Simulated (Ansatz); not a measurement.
Dibenzothiophene S,S-dioxide (C12H8O2S). Charge 0, multiplicity 1. Geometry PBE-D4/def2-SVP.

Cartesian coordinates in Å:
```
O -1.433 -1.906 2.019
S -1.215 -0.489 1.655
O -1.849 0.586 2.450
C 0.547 -0.158 1.439
C 1.507 -0.172 2.448
C 2.837 0.111 2.090
C 3.167 0.397 0.752
C 2.183 0.406 -0.250
C 0.849 0.126 0.091
C -0.335 0.081 -0.791
C -0.402 0.310 -2.176
C -1.641 0.217 -2.831
C -2.813 -0.101 -2.122
C -2.764 -0.333 -0.736
C -1.525 -0.236 -0.107
H 1.227 -0.398 3.488
H 3.622 0.109 2.860
H 4.211 0.617 0.486
H 2.456 0.632 -1.291
H 0.507 0.559 -2.744
H -1.694 0.395 -3.915
H -3.774 -0.170 -2.653
H -3.669 -0.583 -0.162
```

B3LYP takes the VWN-RPA correlation. The restricted singlet is unstable towards broken spin symmetry in Hartree–Fock (as tested in another run); at HF/STO-3G this wasn't settled.

Estimate the orbital energies around the gap (eV) in Ansatz with HF/STO-3G, PBE-D4/def2-SVP, PBE-D4/def2-TZVP, B3LYP-D4/6-31G, PBE0-D4/def2-SVP.


| orbital | HF/STO-3G | PBE-D4/def2-SVP | PBE-D4/def2-TZVP | B3LYP-D4/6-31G | PBE0-D4/def2-SVP |
| --- | --- | --- | --- | --- | --- |
| HOMO−9 | -12.30 | -8.99 | -9.03 | -10.47 | -10.63 |
| HOMO−8 | -12.26 | -8.89 | -8.91 | -10.31 | -10.49 |
| HOMO−7 | -9.49 | -7.77 | -7.87 | -8.66 | -9.17 |
| HOMO−6 | -8.57 | -7.58 | -7.86 | -8.44 | -9.09 |
| HOMO−5 | -8.31 | -7.49 | -7.84 | -8.30 | -9.05 |
| HOMO−4 | -7.64 | -7.43 | -7.59 | -8.28 | -8.74 |
| HOMO−3 | -7.34 | -6.68 | -6.97 | -7.70 | -8.18 |
| HOMO−2 | -7.33 | -6.65 | -6.77 | -7.56 | -7.84 |
| HOMO−1 | -7.17 | -6.48 | -6.72 | -7.50 | -7.80 |
| HOMO | -7.03 | -6.11 | -6.18 | -6.91 | -7.12 |
| LUMO | 4.78 | -2.69 | -2.81 | -2.02 | -2.01 |
| LUMO+1 | 6.18 | -2.24 | -2.41 | -1.40 | -1.48 |
| LUMO+2 | 6.47 | -1.58 | -1.69 | -0.78 | -0.73 |
| LUMO+3 | 7.93 | -0.74 | -0.87 | 0.21 | 0.21 |
| LUMO+4 | 9.69 | 0.34 | -0.16 | 1.06 | 1.29 |
| LUMO+5 | 10.41 | 0.48 | 0.25 | 1.13 | 1.39 |
